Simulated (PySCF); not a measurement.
# Ba: excitation energy

Ba [Xe] 6s2 (1S) → Ba [Xe] 6s1 6p1, s spin flipped, as a difference of total energies. Calculation: PySCF 2.14, in aug-cc-pVQZ-X2C (10s9p7d4f2g, 118 functions); the spin-free X2C one-electron Hamiltonian (Gaussian nucleus). Correlated levels: valence: [Xe] frozen. The calculations carry no spin-orbit coupling.

| method | excitation energy (eV) |
| --- | --- |
| UHF | 1.620 |
| LDA | 1.984 |
| PBE | 1.766 |
| PBE0 | 1.776 |
| r2SCAN | 1.523 |
| revPBE | 1.671 |
| B3LYP | 1.907 |
| M06-L | 1.998 |
| MP2 (valence) | 1.816 |
| SCS-MP2 (valence) | 1.856 |

Task: How much does correlation contribute at MP2 (valence)?

Result: 1.816 − (1.620) = 0.196 eV, measured against UHF.

The upper determinant mixes two multiplicities, so it lies between the two terms.
